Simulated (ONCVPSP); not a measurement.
Pseudopotential generation for N: ONCV, LDA (Perdew-Wang 92), scalar-relativistic.

N, optimised norm-conserving Vanderbilt (ONCV), made with ONCVPSP 4.0.1 (LDA (Perdew-Wang 92), scalar-relativistic). Core [He], reference 2s2 2p3. Waves: 2s: rc 0.90 bohr, ncon 3, nbas 6, qcut 6.9 1/bohr, 3 projectors, debl 1.7 Ha; 2p: rc 1.80 bohr, ncon 3, nbas 7, qcut 6.3 1/bohr, 2 projectors, debl 0.7 Ha; d scattering state at 0.14 Ha: rc 1.70 bohr, ncon 4, nbas 9, qcut 6.5 1/bohr, 2 projectors, debl 3.3 Ha. Local part: polynomial inside 0.75 bohr (lpopt 5, dvloc0 3 Ha). Core correction: Teter function, fcfact 2.25, rcfact 1.6.

All-electron outer shells of the reference configuration (LDA (PZ), scalar-relativistic, ld1.x):

```csv
shell,level (eV),outermost node (bohr),outermost maximum (bohr)
1s,-381.53,–,0.15
2s,-18.42,0.32,1.02
2p,-7.24,–,0.97
```

Does the generator finish with these settings?

Yes, a potential is produced and its reference levels are reproduced.

Estimate the cutoffs (Ha) at which the residual kinetic energy of the hardest occupied pseudo-wave falls to 1 and 0.1 mHa per electron.

31 Ha and 105 Ha.

What does a ghost test show?

Ghosts flagged at negative energy: s at -1010.1 eV; no localised positive-energy state flagged. A true bound ghost makes a file unfit for plane-wave use.

Which valence shell sets the plane-wave cutoff?

2s: 31 Ha for 1 mHa per electron, against 16 Ha for 2p.

Tests: 2s2 2p2; 2s2 2p1; 2s2 2p0; 2s1 2p3. Which has the largest error in its energy relative to the reference configuration, and how large is it?

2s2 2p0, with +1744 meV (all-electron minus pseudo) on +89.87 eV.
